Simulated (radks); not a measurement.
Trend from La to Lu: ionisation energy by Delta-SCF between NIST ground configurations, and size. Method: Dirac Kohn-Sham, BLYP, spin-unpolarised, spherical densities, finite nucleus; open shells fill j = l - 1/2 first; Fermi nuclear charge, rms radius of each element as measured or else 0.836 A^(1/3) + 0.57 fm; computed with a radial shooting solver on a logarithmic mesh with Libxc functionals.

| species | configuration | configuration of the ion | IE (eV) | NIST (eV) | kind | r at 0.001 e/bohr^3 (bohr) |
|---|---|---|---|---|---|---|
| La | [Xe] 5d1 6s2 | [Xe] 5d2 | 5.976 | 5.577 | exp. | 5.47 |
| Ce | [Xe] 4f1 5d1 6s2 | [Xe] 4f1 5d2 | 6.173 | 5.539 | exp. | 5.42 |
| Pr | [Xe] 4f3 6s2 | [Xe] 4f3 6s1 | 5.644 | 5.470 | semi-emp. | 5.37 |
| Nd | [Xe] 4f4 6s2 | [Xe] 4f4 6s1 | 5.725 | 5.525 | exp. | 5.33 |
| Pm | [Xe] 4f5 6s2 | [Xe] 4f5 6s1 | 5.804 | 5.582 | exp. | 5.30 |
| Sm | [Xe] 4f6 6s2 | [Xe] 4f6 6s1 | 5.882 | 5.644 | exp. | 5.26 |
| Eu | [Xe] 4f7 6s2 | [Xe] 4f7 6s1 | 5.960 | 5.670 | exp. | 5.23 |
| Gd | [Xe] 4f7 5d1 6s2 | [Xe] 4f7 5d1 6s1 | 6.543 | 6.150 | exp. | 5.23 |
| Tb | [Xe] 4f9 6s2 | [Xe] 4f9 6s1 | 6.115 | 5.864 | exp. | 5.17 |
| Dy | [Xe] 4f10 6s2 | [Xe] 4f10 6s1 | 6.192 | 5.939 | exp. | 5.14 |
| Ho | [Xe] 4f11 6s2 | [Xe] 4f11 6s1 | 6.270 | 6.022 | exp. | 5.11 |
| Er | [Xe] 4f12 6s2 | [Xe] 4f12 6s1 | 6.348 | 6.108 | exp. | 5.08 |
| Tm | [Xe] 4f13 6s2 | [Xe] 4f13 6s1 | 6.427 | 6.184 | exp. | 5.06 |
| Yb | [Xe] 4f14 6s2 | [Xe] 4f14 6s1 | 6.508 | 6.254 | exp. | 5.03 |
| Lu | [Xe] 4f14 5d1 6s2 | [Xe] 4f14 6s2 | 5.342 | 5.426 | exp. | 5.05 |

Reference values: NIST Atomic Spectra Database (exp. = measured, semi-emp. = semi-empirical, theory = theoretical value adopted there). Spin polarisation and multiplet splitting are left out, so open shells lie too high by an amount that depends on their filling.

Beside tabulated values, note that spin-unpolarised runs miss the spin-polarisation part of the exchange energy of open shells.
